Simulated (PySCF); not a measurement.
# Peak assignment

Cartesian coordinates in Å; atom numbers follow the order of the lines, from 1:
```xyz
20

C    -3.3358   -0.1186    0.0778
C    -1.8681   -0.0698   -0.2208
C    -1.1194   -1.2385   -0.3003
C     0.2287   -1.1955   -0.5935
C     0.8677    0.0227   -0.8056
P     2.6478    0.0125   -1.1801
Si    3.3796   -0.1229    0.9315
C     0.1207    1.1929   -0.7413
C    -1.2292    1.1424   -0.4512
H    -3.5826   -0.9980    0.6684
H    -3.6537    0.7710    0.6174
H    -3.9025   -0.1679   -0.8529
H    -1.6006   -2.1917   -0.1312
H     0.8019   -2.1108   -0.6570
H     2.7874    1.3935   -1.2775
H     3.0803   -1.4759    1.4015
H     2.7477    0.8473    1.8300
H     4.8223    0.1100    0.8901
H     0.5996    2.1469   -0.9170
H    -1.7971    2.0610   -0.3998
```

PySCF calculation with GFN2-xTB geometry and NMR shieldings at PBE0/pcSseg-1/GIAO; averaged over atoms made equivalent by symmetry, fast rotation or ring inversion, a single conformation, no relativistic terms, isolated molecule.

Shifts are taken against calculated references (same method and geometry level): ¹³C (186.93 ppm), ¹H (31.72 ppm) against TMS.

Task: Assign these signals to the numbered atoms. ¹³C{¹H} NMR (computed): δ 142.4 (C), 138.6 (CH), 135.2 (C), 134.8 (CH), 23.9 (CH3).

Result: 
| δ (ppm) | atoms | environment | reason |
| --- | --- | --- | --- |
| 142.4 | C2 | substituted aromatic carbon | – |
| 138.6 | C4/C8 | aromatic CH | the aromatic region |
| 135.2 | C5 | substituted aromatic carbon | – |
| 134.8 | C3/C9 | aromatic CH | the aromatic region |
| 23.9 | C1 | methyl carbon on an aromatic ring | saturated and bonded to C and H only |

C5 and C3/C9 lie closer than the usual error of such a calculation, so a measured spectrum could show them in the other order.

Task: Assign these signals to the numbered atoms. ¹H NMR (300 MHz, computed): δ 7.65 (m, 2H), 7.39 (m, 2H), 3.98 (m, 3H), 3.36 (m, 1H), 2.45 (s, 3H).

Result: 
```tsv
δ (ppm)	atoms	environment	reason
7.65	H14/H19	hydrogen on an aromatic CH	aromatic region
7.39	H13/H20	hydrogen on an aromatic CH	–
3.98	H16/H17/H18	hydrogen on a silicon bonded to P	–
3.36	H15	hydrogen on a phosphorus bonded to C, Si	–
2.45	H10/H11/H12	hydrogen on a methyl carbon on an aromatic ring	benzylic-type position, deshielded by the ring
```

Splittings by ³¹P in the carbon and heteronuclear signals aren't shown, as no couplings were computed. Shifts are as computed. Against solution values, carbons near 30 ppm lie about +3 ppm off and those near 130 ppm about +5 ppm. Of 1211 compounds with measured shifts, 218 miss one by over three times the rms of a fit or turn the order of signals round; such compounds aren't used in these exercises. No couplings were computed; multiplicities are counted from neighbouring protons, with m where these are inequivalent, close in shift, in a saturated or five-membered ring or joined by F or P, and br s for small geminal =CH2 splittings.
